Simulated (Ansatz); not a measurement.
A barrier at the coupled-cluster level

Start structure (BH4BrO3, singlet), relaxed at PBE0-D4/def2-TZVP:

```
9
angstrom
B -0.2360 -0.4585 -0.5135
O -0.4715 0.8684 -0.2176
O 0.6094 -1.1969 0.2489
O -0.8733 -1.0023 -1.5874
H 0.4115 1.5631 1.2415
Br 1.2895 1.5837 2.3890
H -1.0863 1.2836 -0.8273
H 1.0062 -0.7143 0.9825
H -0.6494 -1.9268 -1.7161
```

The step: BH₃O₃ ([OH][B]([OH])[OH]) + HBr → BH₂BrO₂ ([OH][B]([OH])[Br]) + H₂O; bonds formed: B1–Br6, O2–H5; bonds broken: B1–O2, H5–Br6. Computed with Ansatz 0.2.0 (basis: def2-TZVPP and def2-QZVPP); correlated methods freeze the cores. Filled d shells of the heavier atoms are correlated. The def2 sets are not built for correlating such inner shells, so the correlated values are less sure here. Extrapolation: Hartree–Fock as exp(−7.88 √X), correlation as X^−2.97. Energies below are by CCSD(T) at an estimated basis limit (MP2 extrapolated from triple and quadruple zeta, plus CCSD(T) − MP2 in triple zeta).

(1) What are the electronic barrier and the energy of the step, from the start structure to the end structure? (To be estimated.)

The T1 diagnostic stays at or below 0.011.

Answers

(1) The calculation gives: Barrier 104.5 kJ/mol; step energy 51.7 kJ/mol (uphill); reverse barrier, their difference, 52.8 kJ/mol. Barrier and step energy count from the start structure, the reverse barrier from the end structure.

The saddle point: One imaginary mode of 282i cm⁻¹.
```csv
pair,start (Å),saddle (Å),end (Å)
B1–Br6,3.86,2.55,1.93
O2–H5,1.84,1.05,0.96
B1–O2,1.38,1.54,3.81
H5–Br6,1.45,1.95,3.44
```

Zero-point energy (harmonic, PBE0-D4): ZPE is 150.6 kJ/mol at the start and 153.4 kJ/mol at the saddle, so the barrier goes from 104.5 to 107.2 kJ/mol.

Labels in which every atom is bracketed show which atoms are joined, not bond orders.

For scale, one of the runs: CCSD(T)/def2-TZVPP, 228 basis functions, launched by `ansatz run in.yaml --threads 8 --pin off --events-out ev --progress --plain --max-ram 19148MiB`. Time: 2.1 min of wall clock on 8 CPU threads of an Arm Neoverse V1; the host was shared. Peak host memory: 4.4 GiB.
